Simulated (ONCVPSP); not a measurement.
**Configuration tests for potassium (ONCV)**

- Element: K
- Generator: ONCVPSP 4.0.1
- Type: optimised norm-conserving Vanderbilt (ONCV)
- Functional: PBEsol
- Relativity: scalar-relativistic
- Frozen core: [Ne]
- Valence charge: 9
- Reference configuration: 3s2 3p6 3d1
- Partial waves: 3s: rc 1.30 bohr, ncon 3, nbas 7, qcut 5 1/bohr, 1 projector; 3p: rc 1.80 bohr, ncon 4, nbas 8, qcut 7 1/bohr, 2 projectors, debl 1.5 Ha; 3d: rc 4.00 bohr, ncon 3, nbas 7, qcut 2.6 1/bohr, 3 projectors, debl 3.5 Ha
- Local potential: polynomial inside 1.25 bohr (lpopt 3, dvloc0 4 Ha)
- Core correction: none

Energies are relative to the spin-unpolarised reference configuration 3s2 3p6 3d1; without spin polarisation the order of configurations can differ from experiment.

(1) Give the all-electron excitation energy and the error of the potential for: 3s2 3p6 3d0 4s1; 3s2 3p6 3d0; 3s2 3p6 3d0 4s0.5; 3s2 3p6 3d0.5 4s0.5.

Levels in the configuration 3s2 3p6 3d0 4s1:

| level | all-electron (eV) | pseudo (eV) |
| --- | --- | --- |
| 3s | -35.267 | -35.108 |
| 3p | -18.797 | -18.661 |
| 4s | -2.301 | -2.288 |

Note: no bound ghost flagged; GHOST(+) flagged for d at 96.9 eV, d at 163.7 eV.

## Answers

(1)

```tsv
valence configuration	charge	ΔE all-electron (eV)	error AE − PS (meV)
3s2 3p6 3d0 4s1	0	-2.409	-12
3s2 3p6 3d0	+1	1.808	+14
3s2 3p6 3d0 4s0.5	+0.5	-0.788	-3.1
3s2 3p6 3d0.5 4s0.5	0	-1.201	-6.3
```
